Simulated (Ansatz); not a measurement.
BF2H3Sn (`F[B](F)[SnH3]`), relaxed with RKS PBE-D4/def2-SVP in the Gaussian-basis code of Ansatz from a rough embedded geometry. The force threshold is 0.03 eV/Å; the program also tests the step.

Charge 0, multiplicity 1. Sn takes the def2 core potential.

Start:

```xyz
7

F    -0.683   -2.240   -0.685
B    -0.664   -0.742   -0.845
F    -1.379   -0.119   -1.949
Sn    0.455    0.483    0.620
H     1.252   -0.468    1.775
H    -0.647    1.657    1.372
H     1.665    1.429   -0.287
```

(1) By how much does the energy fall, and how many steps does the optimiser take? (Estimate.)

(2) Which bonds change most? (Best estimate.)

(3) Give the relaxed structure. (An estimate is asked.)

Results:

(1) Computed: 84.39 kJ/mol, in 5 steps.

(2) Computed: F1–B2 from 1.507 to 1.329 Å; B2–F3 from 1.455 to 1.329 Å; B2–Sn4 from 2.213 to 2.277 Å; Sn4–H7 from 1.784 to 1.728 Å.

(3) Computed: 
```xyz
7

F    -0.725   -2.108   -0.762
B    -0.692   -0.785   -0.874
F    -1.369   -0.251   -1.886
Sn    0.467    0.516    0.592
H     1.246   -0.442    1.799
H    -0.595    1.632    1.373
H     1.667    1.438   -0.241
```
